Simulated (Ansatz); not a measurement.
`BS[CH](F)[GeH3]`. The species carries charge 0 and has multiplicity 1. Correlated methods include outer-core shells of Ge, which these sets cover unevenly. Scalar relativity is left out up to krypton.

| atom | x (Å) | y (Å) | z (Å) |
| --- | --- | --- | --- |
| B1 | 0.9549 | 0.4762 | -2.2637 |
| S2 | 0.1991 | -0.7373 | -1.2379 |
| C3 | -0.5750 | 0.2202 | 0.0896 |
| F4 | -1.9329 | 0.3303 | -0.1444 |
| Ge5 | -0.2858 | -0.6489 | 1.8533 |
| H6 | 1.5493 | 0.0685 | -3.2128 |
| H7 | 0.8764 | 1.6351 | -1.9922 |
| H8 | -0.1468 | 1.2246 | 0.0674 |
| H9 | -1.0916 | 0.1241 | 2.9060 |
| H10 | -0.7618 | -2.1033 | 1.7629 |
| H11 | 1.2142 | -0.5895 | 2.1718 |

Problem. Give the diagnostics of a CCSD(T)/def2-TZVPP run (frozen core, Ansatz 0.2.0). (Estimate.)

Solution. The calculation gave: T1 = 0.0135, largest single amplitude 0.035, largest double 0.037, (T) share of the correlation energy 3.8 %, 10 CCSD cycles. The RHF solution is stable towards an unrestricted one. T1 lies under the customary mark of 0.02 for closed shells.
